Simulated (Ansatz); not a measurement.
Program: Ansatz. Geometries: PBE0-D4/def2-TZVP. ΔE: electronic, gas phase. CCSD(T)/CBS adds triple-zeta CCSD(T) − MP2 to the extrapolated MP2 energy (def2 sets, frozen cores). Functionals use def2-TZVPP. B3LYP here is the variant with VWN-RPA as its local correlation; programs differ in this. One conformer a species, not always the lowest.

`N[SiH2][SiH2]CO` + `N[SiH2]CF` → `OC[SiH2]F` + `N[SiH2]C[SiH2]N`  (redistribution)

`N[SiH2][SiH2]CO`:

Cartesian coordinates in Å:
```
N -2.505 0.173 1.486
Si -1.359 -0.530 0.398
Si 0.706 0.585 0.243
C 1.944 -0.343 -0.863
O 1.455 -0.510 -2.188
H -2.281 0.231 2.467
H -3.005 0.996 1.191
H -1.999 -0.563 -0.944
H -1.087 -1.925 0.846
H 1.299 0.782 1.601
H 0.510 1.945 -0.351
H 2.103 -1.349 -0.467
H 2.926 0.151 -0.855
H 1.293 0.359 -2.564
```

`N[SiH2]CF`:

```xyz
10

N    -0.145   -1.184    1.091
Si    0.045    0.444    0.578
C     0.242    0.429   -1.301
F    -0.890   -0.158   -1.875
H    -0.042   -1.421    2.064
H    -0.864   -1.745    0.660
H    -1.085    1.364    0.901
H     1.279    0.990    1.204
H     0.346    1.438   -1.714
H     1.115   -0.157   -1.608
```

`OC[SiH2]F`:

Cartesian coordinates in Å:
```
O 0.518 0.370 -1.622
C -0.159 0.756 -0.432
Si 0.076 -0.510 0.933
F -0.405 -1.919 0.323
H 0.183 -0.489 -1.896
H -1.227 0.945 -0.615
H 0.272 1.714 -0.122
H -0.760 -0.211 2.124
H 1.502 -0.657 1.307
```

`N[SiH2]C[SiH2]N`:

Z-matrix (Å, degrees):
```
Si
C 1 1.870
N 1 1.718 2 110.5
H 1 1.497 2 106.7 3 125.4
H 1 1.490 2 111.5 3 -117.9
Si 2 1.866 1 112.9 3 -45.1
H 2 1.095 1 109.0 3 -167.5
H 2 1.095 1 109.5 3 75.5
H 3 1.009 1 117.5 2 68.2
H 3 1.006 1 119.8 2 -150.3
N 6 1.735 2 108.4 1 -28.4
H 6 1.486 2 111.8 1 87.7
H 6 1.495 2 109.6 1 -153.6
H 11 1.009 6 118.0 2 168.7
H 11 1.010 6 118.3 2 -55.6
```

```
             level  ΔE (eV)  difference from CCSD(T)/CBS
         r2SCAN-D4    -2.75                         0.10
           ωB97X-V    -2.71                         0.14
            B2PLYP    -2.78                         0.07
               PBE    -2.45                         0.40
             B3LYP    -2.62                         0.23
     HF/def2-TZVPP    -2.81                         0.04
CCSD(T)/def2-TZVPP    -2.82                         0.03
    MP2/def2-QZVPP    -3.05                        -0.20
SCS-MP2/def2-QZVPP    -2.95                        -0.10
    CCSD/CBS(def2)    -2.86                        -0.01
       CCSD(T)/CBS    -2.85                            0
```

Largest T1 diagnostic among the species: 0.012.

From PBE to PBE0 (25 % exact exchange), in def2-TZVPP and without D4, ΔE moves by −0.14 eV. The D4 term adds −0.09 eV with B3LYP and −0.04 eV with PBE0; it sums over pairs of atoms, weighted by their polarisabilities, and B3LYP, whose exchange is more repulsive, gets the larger term.
